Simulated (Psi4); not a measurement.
O2, triplet, geometry from GFN2-xTB. Base run: CCSD(T)/6-31G* (Psi4).

The Psi4 input:
```
memory 2 GB

molecule {
0 3
  O    -0.00000000   -0.00000000   -0.60491107
  O     0.00000000    0.00000000    0.60491107
}

set basis 6-31g*
set reference uhf

energy('ccsd(t)')
print_variables()
```

Q: The base was run again with changes. Order these runs by total energy, lowest first: method = scs-mp2 | method = mp3 | method = mp2 | method = lccd | method = ccsd.

A: method = lccd (ΔE vs base (mEh) 6.777), method = ccsd (ΔE vs base (mEh) 9.708), method = mp2 (ΔE vs base (mEh) 13.099), method = mp3 (ΔE vs base (mEh) 18.323), method = scs-mp2 (ΔE vs base (mEh) 35.629)

Open shells are given as the SCF converged; they aren't shown to be the lowest states, and a large step between rows can be another state.
